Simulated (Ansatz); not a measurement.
AsBH6 (`[BH3-][AsH3+]`). Total charge 0; spin multiplicity 1. The geometry is a stationary point of PBE0-D4/def2-TZVP.

```xyz
8

B    -0.009   -0.162   -1.187
As    0.006    0.115    0.844
H    -1.189   -0.231   -1.435
H     0.607   -1.192   -1.317
H     0.548    0.829   -1.592
H    -0.679    1.330    1.415
H    -0.617   -0.936    1.726
H     1.333    0.248    1.546
```

What is the dipole moment at PBE/def2-TZVPP? (An estimate is asked.)

Computed: 3.77 D, with components (0.03, 0.51, 3.74) D in this frame, pointing from negative to positive charge.

And with r2SCAN, B3LYP, ωB97M-V? (Best estimate.)

Computed: r2SCAN 3.85 D, B3LYP 3.82 D, ωB97M-V 3.94 D.

Give the Mulliken charges with PBE, ωB97M-V, r2SCAN in def2-TZVPP. (Estimate.)

The calculation gave: 
| atom | PBE | ωB97M-V | r2SCAN |
| --- | --- | --- | --- |
| B1 | -0.40 | -0.52 | -0.34 |
| As2 | 0.32 | 0.23 | 0.35 |
| H3 | 0.01 | 0.05 | -0.01 |
| H4 | 0.01 | 0.05 | -0.01 |
| H5 | 0.01 | 0.05 | -0.01 |
| H6 | 0.02 | 0.04 | 0.01 |
| H7 | 0.02 | 0.04 | 0.01 |
| H8 | 0.02 | 0.04 | 0.01 |

B3LYP here is the variant with VWN-RPA as its local correlation; programs differ in this.
